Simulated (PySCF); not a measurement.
**Dipole response of Er (erbium, neutral)**

[Xe] 4f12 6s2, one real determinant. All numbers are calculated (PySCF 2.14, scalar relativity by spin-free X2C-1e, in ANO-RCC-VTZP (8s7p5d3f2g1h, 104 functions)). Coupled (time-dependent) response in atomic units; α is the mean over directions. The basis has no added diffuse functions, which lowers α and C₆.

| method | mean α (bohr³) | α xx, yy, zz | C₆ (like pair) | S(−4) |
| --- | --- | --- | --- | --- |
| UHF | 189.7 | 191.5, 188.7, 188.7 | 3104 | 15740 |

S(−4) is the Cauchy moment in α(ω) = α(0) + S(−4) ω² + …

Reference α: 150 ± 10 bohr³ (recommended; Schwerdtfeger and Nagle, table of static dipole polarizabilities (2023 update)). Published C₆: 2150 (Gould and Bucko (2016)).

Spin-orbit coupling is absent.

Hartree-Fock lies above the reference because it lacks correlation, which contracts the outer shell.

α(iu) at UHF:

```json
{"u (hartree)": "0", "α(iu) (bohr³)": "189.7"}
{"u (hartree)": "0.0500", "α(iu) (bohr³)": "157.4"}
{"u (hartree)": "0.100", "α(iu) (bohr³)": "105.3"}
{"u (hartree)": "0.200", "α(iu) (bohr³)": "47.68"}
{"u (hartree)": "0.300", "α(iu) (bohr³)": "26.72"}
{"u (hartree)": "0.500", "α(iu) (bohr³)": "12.94"}
{"u (hartree)": "0.750", "α(iu) (bohr³)": "7.683"}
{"u (hartree)": "1.00", "α(iu) (bohr³)": "5.443"}
{"u (hartree)": "1.50", "α(iu) (bohr³)": "3.371"}
{"u (hartree)": "2.00", "α(iu) (bohr³)": "2.380"}
{"u (hartree)": "3.00", "α(iu) (bohr³)": "1.429"}
{"u (hartree)": "5.00", "α(iu) (bohr³)": "0.7144"}
```

A single London oscillator, α(iu) = α/(1 + u²/ω²), gives C₆ = (3/4) ω α². Matching the computed C₆ needs ω = 4 × 3104 / (3 × 189.7²) = 0.115 hartree.

The components differ because the open shell of this determinant is not spherical; for a pure term their mean is the scalar polarisability.

⟨L²⟩ = 24.03 against 30 for a pure H term, so this real determinant mixes terms. Spin-orbit coupling, absent here, splits the open shell strongly.
